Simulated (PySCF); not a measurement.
These are PySCF 2.14.0 with PBE-D3(BJ)/def2-TZVP // ωB97X-D3(BJ)/def2-TZVP values and carry that method's errors. Isolated molecules, 0 K electronic values unless said otherwise. Excitations are Tamm–Dancoff values on a coarser integration grid. The basis has no diffuse functions, so Rydberg states are missing or too high.

Reference species (SMILES): `F[Si](=[SiH2])[SiH3]` (neutral, multiplicity 1).

LUMO: -2.63 eV
T1 excitation (TDA): 1.89 eV

Changed species: `F/[SiH]=[SiH]\[SiH3]`.

Q: What does the change do to the LUMO and T1 excitation (TDA)?

A: the LUMO falls by 0.18 eV, to -2.81 eV; the T1 excitation (TDA) falls by 0.04 eV, to 1.85 eV.
